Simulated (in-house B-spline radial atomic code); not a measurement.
Atomic self-consistent-field run: Ge⁹⁺. Method: non-relativistic wB97X, spin-polarised, spherical fractional occupations, exact exchange averaged over the configuration, point nucleus. Calculated with a radial B-spline atomic code at the basis-set limit.

Command:
```bash
python run_scf.py task.json out
```
Settings:
```
Z                32
configuration    [Ar] 3d5
hamiltonian      nr
method           wb97x
spin_polarised   True
exact_exchange   averaged over the configuration
```

Output (hartree, bohr):
```
 radial grid: 43 intervals, B-splines of order 8, outer radius 7.1134 bohr

 iter        energy (Eh)    residual
    1       -2022.717556    1.27e+00
    2       -2042.348818    6.20e-01
    3       -2045.661420    2.09e-01
    4       -2046.034664    6.68e-02
    5       -2046.070181    2.58e-02
    6       -2046.076591    9.32e-04
    7       -2046.076595    8.88e-05
    8       -2046.076595    4.79e-06
    9       -2046.076595    3.99e-07
   10       -2046.076595    2.30e-08

 total energy                     -2046.07659
 kinetic                            2045.2018
 electron-nucleus                  -4708.7304
 Hartree                             689.8883
 exact exchange                      -14.4971
 exchange-correlation                -57.9392

 orbital      occ     eigenvalue          <r>       <r^2>       <1/r>     <1/r^2>       r_max
 1s up      1.000      -406.7239    0.0478529  0.00306772     31.5056     1995.97     0.03158
 1s down    1.000      -406.7234    0.0478521  0.00306757     31.5058     1995.99     0.03158
 2s up      1.000       -58.2233     0.213696   0.0537651     6.92325     195.789      0.1795
 2s down    1.000       -57.9888     0.213075   0.0534368     6.94487     196.936      0.1792
 2p up      3.000       -52.7180      0.18534   0.0420015     6.88574     64.7041      0.1429
 2p down    3.000       -52.5347     0.184648   0.0416553     6.90561     65.0227      0.1426
 3s up      1.000       -13.9403     0.597874    0.408253     2.37934     34.8128      0.5368
 3s down    1.000       -13.5712     0.602482    0.414583      2.3522       33.88      0.5385
 3p up      3.000       -12.0858     0.598556    0.415172     2.28844     11.2833      0.5274
 3p down    3.000       -11.6846     0.604868    0.424052     2.25702     10.9524        0.53
 3d up      5.000        -8.8987     0.581542    0.402913     2.10526     5.62001      0.4596
```

Run time, properties included: 0.67 s on 1 thread of Arm Neoverse N1 (shared host).
